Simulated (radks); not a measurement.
Task: Radial electron density D(r) = 4 pi r^2 rho(r) of an atom or ion with 18 electrons. All-electron calculation, scalar-relativistic Kohn-Sham, AM05, spin-unpolarised, spherical densities, finite nucleus; Fermi nuclear charge, rms radius of each element as measured or else 0.836 A^(1/3) + 0.57 fm. Program: a radial shooting solver on a logarithmic mesh with Libxc functionals.

```
   r/bohr * D(r) (the largest magnitude, 28, reaches the edge; | marks zero)
  0.00229 |*
 0.002958 |*
 0.003821 | *
 0.004936 |   *
 0.006428 |     *
 0.008303 |        *
  0.01073 |            *
  0.01385 |                  *
   0.0179 |                         *
  0.02312 |                                  *
   0.0301 |                                          *
  0.03889 |                                                 *
  0.05023 |                                                  *
  0.06489 |                                               *
  0.08382 |                                         *
   0.1083 |                                      *
    0.141 |                                          *
   0.1821 |                                                  *
   0.2352 |                                                      *
   0.3039 |                                             *
   0.3925 |                           *
   0.5071 |               *
    0.655 |               *
   0.8529 |                  *
    1.102 |              *
    1.423 |      *
    1.838 | *
    2.375 *
    3.068 *
    3.994 *
```

What is the nuclear charge?

Result: Z = 22. The innermost maximum, from 1s, lies near gamma/Z bohr with gamma = sqrt(1 - (Z/c)^2) = 0.987, here 0.0449 bohr (found: 0.0483), and its height grows with Z. The density is that of the titanium ion Ti4+ in [Ar]; the configuration itself is not fixed sharply by these data, and Z only to about a unit. D(r) has 3 maxima, at r = 0.0483, 0.226, 0.853 bohr, and minima at 0.109, 0.567 bohr, inside which lie 2.14, 10.35 electrons.
